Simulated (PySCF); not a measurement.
Identify the compound

An unknown has the formula C₅H₈N₂. Its calculated NMR data are:

1H NMR (500 MHz, computed): δ 6.66 (m, 1H), 6.41 (m, 1H), 6.15 (m, 1H), 5.90 (br s, 2H), 5.63 (m, 1H), 5.44 (m, 1H), 5.34 (m, 1H).

13C{1H} NMR (computed): δ 148.4 (CH), 144.0 (C), 133.5 (CH), 129.1 (CH2), 117.7 (CH2).

How the numbers were obtained: GFN2-xTB geometry, shielding tensors at PBE0/pcSseg-1 (GIAO), in PySCF 2.14 (gas phase, non-relativistic, averaged over atoms made equivalent by symmetry, fast rotation or ring inversion, one computed conformer).

Scale: 1H, 13C against TMS (reference shieldings calculated alike).

Task: Propose a structure and justify it.

Result: 
1. Rings plus π bonds: 3 (no ring in the answer).
2. 5 carbon signals for 5 carbons: no two carbons are equivalent.
3. Carbon types of the structure: 1 × C, 2 × CH, 2 × CH2, leaving 2 H on heteroatoms.
4. δC 148.4, 133.5: alkene CH; an sp2 carbon of a C=C bond.
5. δC 144.0: C=N carbon.
6. δC 129.1, 117.7: terminal =CH2 carbon; an sp2 carbon of a C=C bond.
7. δH 6.66, 6.41: hydrogen on an alkene CH; attached to an sp2 carbon and in the plane of the double bond.
8. δH 6.15, 5.63, 5.44, 5.34: hydrogen on a terminal =CH2 carbon; attached to an sp2 carbon and in the plane of the double bond.
9. δH 5.90: hydrogen on a nitrogen bonded to O or N; labile proton, position sensitive to the medium.

The compound is SMILES C=CC(C=C)=NN.

This is the structure that produced the data.

OH and NH positions are those of a molecule without intermolecular hydrogen bonds; in solution they move with solvent, concentration and temperature, and exchange usually removes their couplings. Shifts are as computed. Against solution values, carbons near 30 ppm lie about +3 ppm off and those near 130 ppm about +5 ppm. Of 1211 compounds with measured shifts, 218 miss one by over three times the rms of a fit or turn the order of signals round; such compounds aren't used in these exercises. Multiplicities follow the n + 1 count of equivalent neighbours, as no J values were calculated; m marks all less simple cases, F and P coupling included.
